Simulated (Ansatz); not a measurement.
```xyz
10

H     1.6455    0.0234   -0.0179
H     1.2985    0.9399   -0.0039
H     0.4918    1.5549   -0.0044
H    -0.5092    1.5449    0.0119
H    -1.3256    0.9148    0.0047
H    -1.6118    0.0229   -0.0037
H    -1.3294   -0.9565   -0.0067
H    -0.4847   -1.5542    0.0023
H     0.5340   -1.5092    0.0150
H     1.2908   -0.9809    0.0028
```

Basis set: cc-pVDZ (spherical functions). All electrons are correlated. Charge 0, multiplicity 1.

Computed with Ansatz (development build ahead of 0.2.0); each method stands on the lowest determinant of its kind that the runs found. Restricted open shells among the atoms or ions are ROHF, correlated in semicanonical orbitals with singles.

Q: Give the atomization energy at this shape (free ground-state atoms in the same class of orbitals less the molecule, no zero-point energy) of singlet H₁₀ by RHF-MP2, RHF.

A:

| method | atomization energy |
| --- | --- |
| RHF-MP2 | 1570.8 kJ/mol |
| RHF | 1056.0 kJ/mol |

Caution: stretched shape with no unrestricted run beside it, a lower state can exist. Caution for RHF-MP2: bonds are stretched, where a single reference can fail.
